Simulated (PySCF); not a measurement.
# Exercise with solution: oscillator strength and radiative lifetime

Be(Me)(OH) (CH4BeO), SMILES [CH3][Be][OH].

Geometry: B3LYP-D3(BJ)/def2-TZVP. Other conformers were not sampled.

TDDFT-B3LYP/def2-SVPD run with PySCF puts the first singlet state with f over 0.02 at 7.11 eV (vertical), with the transition dipole (0.526, 0.190, -0.496) in atomic units.

Problem. Find the oscillator strength, the wavelength and the radiative lifetime that this transition would have in vacuum if emission retraced absorption.

Solution. 
|μ|² = 0.5588 au, so |μ| = 1.90 D. ΔE = 7.11/27.211 = 0.2613 hartree. f = (2/3) ΔE |μ|² = 0.097 (the program prints 0.097).
λ = 1239.84/7.11 = 174 nm; ν = 57346 cm⁻¹.
Einstein's coefficient A = 0.6670 ν² f s⁻¹ (ν in cm⁻¹) = 2.1e8 s⁻¹, so τ = 1/A = 4.7 ns. This state is S1. The figure is the radiative limit of this one transition; relaxation, internal conversion, crossing to triplets and a medium change what is measured.
